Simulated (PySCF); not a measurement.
Some computed properties have been withheld. Give your best values.

C₆H₁₂N₂Si.
SMILES: `C#C[Si@]1(NC)CCCN1`

```tsv
property	level	value
point group of the GFN2-xTB geometry	GFN2-xTB	C1
rotational constants A, B, C of the GFN2-xTB geometry	GFN2-xTB	?
dipole moment	PBE0/pcSseg-1	?
HOMO energy	PBE0/pcSseg-1	-6.40 eV
LUMO energy	PBE0/pcSseg-1	0.35 eV
13C chemical shifts (computed TMS as zero) by class	GIAO PBE0/pcSseg-1	?
1H chemical shifts (computed TMS as zero) by class	GIAO PBE0/pcSseg-1	3.23 (1 H), 3.09 (1 H), 2.96 (3 H), 1.88 (1 H), 1.85 (1 H), 1.52 (1 H), 1.12 (1 H), 0.74 (1 H), 0.63 (1 H), 0.32 (1 H) ppm
isotropic shieldings of nuclei other than C and H, by class	GIAO PBE0/pcSseg-1	?
```

Gas-phase values; electronic properties from PySCF, density fitting. The structure is a single GFN2-xTB conformer in the gas phase; no vibrational or solvent corrections. NMR classes are plain means over equivalent atoms (diastereotopic ones count apart unless rotation or inversion swaps them), as if these changed places fast; in this geometry the members of some classes differ.

Problem. The rotational constants A, B, C of the GFN2-xTB geometry?

Solution. 1.929, 1.061, 0.872 GHz.

Problem. What are the 13C chemical shifts (computed TMS as zero) by class?

Solution. 100.4 (1 C), 90.2 (1 C), 49.2 (1 C), 31.3 (1 C), 28.3 (1 C), 13.4 (1 C) ppm.

Problem. The isotropic shieldings of nuclei other than C and H, by class?

Solution. 208 (1 N), 228 (1 N), 375 (1 Si) ppm.

Problem. The dipole moment?

Solution. 0.91 D.

A dipole of 0.91 D is allowed in C1, and pure rotational transitions are dipole-allowed. The dipole equals about 3.0 × 10⁻³⁰ C·m (1 D = 3.33564 × 10⁻³⁰ C·m). The rotational constants make it an asymmetric top with κ = (2B − A − C)/(A − C) = -0.64, nearer the prolate limit (−1). With B = h/(8π²I), that is 505.379 GHz u Å² over I, the principal moments of inertia are 261.9, 476.3 and 579.8 u Å² (most abundant isotopes); the inertial defect Ic − Ia − Ib is -158.4 u Å² (zero for a rigid planar frame, negative otherwise).
